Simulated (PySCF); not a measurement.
Compound: C8H11N.
InChI=1S/C8H11N/c1-2-9-8-6-4-3-5-7-8/h3-7,9H,2H2,1H3

Torsions of this conformer, `[CH3:1][CH2:2][NH:3][c:4]1[cH:5][cH:6][cH:7][cH:8][cH:9]1`: C1–C2–N3–C4 -178°, C2–N3–C4–C5 -12°.

The closed-shell ground state was solved at several levels (PySCF, density fitting, gas phase, non-relativistic). Isolated species at its PBE0-D3(BJ)/def2-SVP geometry (one conformer only).

```tsv
level	basis functions	total energy (Eh)	HOMO (eV)	LUMO (eV)	gap (eV)	dipole (D)
HF/pcSseg-1	208	-363.7304	-7.67	3.62	11.29	1.80
CAM-B3LYP/def2-SVPD	268	-365.7733	-6.84	1.03	7.87	1.98
```

Estimate the row for PBE0/pcSseg-1, a basis of 208 functions; the other rows only guide the guess.

Total energy -365.7412 Eh, HOMO -5.63 eV, LUMO 0.05 eV, gap 5.68 eV, dipole 2.12 D.

Over all these levels, which gives the widest orbital gap and which the narrowest?

HF/pcSseg-1 (Hartree–Fock, all exact exchange) has the widest, 11.29 eV, and PBE0/pcSseg-1 (global hybrid, 25 % exact exchange) the narrowest, 5.68 eV. The two share the basis. From the narrowest to the widest the HOMO moves by -2.04 eV and the LUMO by +3.57 eV. The HOMO need not be the same orbital at Hartree–Fock and at DFT levels.

How far do the dipole and the HOMO energy spread over the levels?

The dipole runs from 1.80 to 2.12 D (mean 1.97 D) and the HOMO from -7.67 to -5.63 eV.
